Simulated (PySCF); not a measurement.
How methods differ on the excitation energy of Ir

Ir [Xe] 4f14 5d7 6s2 (4F) → Ir [Xe] 4f14 5d8 6s1 (4F), as a difference of total energies. All numbers are calculated (PySCF 2.14, scalar relativity by spin-free X2C-1e, in x2c-TZVPPall (11s7p7d3f1g, 97 functions)). Correlated levels: valence: [Xe] 4f14 frozen. The calculations carry no spin-orbit coupling.

| method | excitation energy (eV) |
| --- | --- |
| UHF | 0.211 |
| MP2 (valence) | 0.006 |
| SCS-MP2 (valence) | 0.080 |
| CCSD (valence) | 0.166 |
| CCSD(T) (valence) | 0.163 |

Q: How much does correlation contribute at CCSD(T) (valence)?

A: 0.163 − (0.211) = -0.048 eV, measured against UHF.

Errors of the correlated levels include the incompleteness of this basis and the frozen core.

For comparison: 0.138 eV (measured; NIST levels, between the centres of gravity of the two terms).
